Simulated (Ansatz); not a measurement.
```yaml
crystal:
  periodic: [false, false, false]
  atoms:
    - {symbol: Al, position_ang: [1.499917, 0.362234, -0.048418]}
    - {symbol: Al, position_ang: [-1.501440, -0.355974, 0.047546]}
    - {symbol: Te, position_ang: [0.231589, -1.193457, -1.678390]}
    - {symbol: Te, position_ang: [-3.904006, -0.944240, 0.133195]}
    - {symbol: Te, position_ang: [-0.235503, 1.208778, 1.670770]}
    - {symbol: Te, position_ang: [3.909444, 0.922649, -0.124702]}
basis:
  gaussian: {orbitals: def2-TZVPD, initial_orbitals: start.molden}
total_charge: -1
magnetization: {spin_polarized: true, initial_magnetization: 1}
hamiltonian: {xc: pbe0, dispersion: d4}
scf: {omitted_lower_state_checks: [starts]}
output: {orbitals: {seedname: orbitals}}
```

The file start.molden holds the orbitals of an earlier run on this structure, at another level or in another basis.

```sh
$ ansatz run in.yaml --threads 4 --pin off --events-out ev --progress --plain --max-ram 4787MiB
```

**Question.** Does this run fit into the memory that it is given?

**Answer.** No. It has 322 basis functions, and Ansatz plans for 4.85 GiB where 4.67 GiB are given.
